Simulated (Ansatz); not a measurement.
Species: chloro(trimethoxy)silane, C$_{3}$H$_{9}$ClO$_{3}$Si (charge 0, singlet). 
Geometry from a B3LYP-D3(BJ)/def2-TZVP (Ansatz, a first-principles code) optimisation:
SMILES: CO[Si](Cl)(OC)OC
```xyz
17

Si     0.0835    -0.1004     0.0291
Cl    -1.0912    -0.5052     1.6679
O     -0.4447     1.2706    -0.6693
C     -0.6503     2.5122    -0.0073
O      1.6015    -0.0049     0.5850
C      2.7502     0.1315    -0.2472
O     -0.0111    -1.2798    -1.0753
C     -1.1716    -1.6104    -1.8294
H     -0.9678     3.2389    -0.7537
H     -1.4256     2.4201     0.7565
H      0.2712     2.8636     0.4635
H      2.6793     1.0254    -0.8723
H      2.8682    -0.7438    -0.8889
H      3.6195     0.2205     0.4025
H     -1.9639    -1.9810    -1.1747
H     -1.5376    -0.7419    -2.3807
H     -0.8974    -2.3945    -2.5336
```

Total electronic energies in hartree. Cores are frozen in the correlated levels unless marked. No spin-orbit coupling. No relativistic terms. Basis-set limits of correlation are two-point, X^-3; Hartree-Fock from the larger set. [CCSD(T)-MP2]/basis is that difference in the basis named.

| level | program | energy (Eh) |
|---|---|---|
| HF/aug-cc-pV(D+d)Z | Ansatz | -1092.10170 |
| HF/cc-pV(Q+d)Z | Ansatz | -1092.26223 |
| r2SCANh-D4/def2-TZVPD | Ansatz + dftd4 | -1095.19310 |
| r2SCAN0/def2-TZVPD | Ansatz | -1095.15917 |
| LC-wPBE/def2-TZVPD | Ansatz | -1095.02801 |
| MP2/STO-3G | Ansatz | -1079.60019 |
| MP2/6-31G* | Ansatz | -1093.12971 |
| CCSD/cc-pV(D+d)Z | Ansatz | -1093.34358 |
| RI-MP2/CBS(cc-pV(T+d)Z,cc-pV(Q+d)Z)+[CCSD(T)-MP2]/cc-pV(D+d)Z | Ansatz | -1094.1031 |

Totals of different functionals don't rank their quality; only differences between species are comparable.
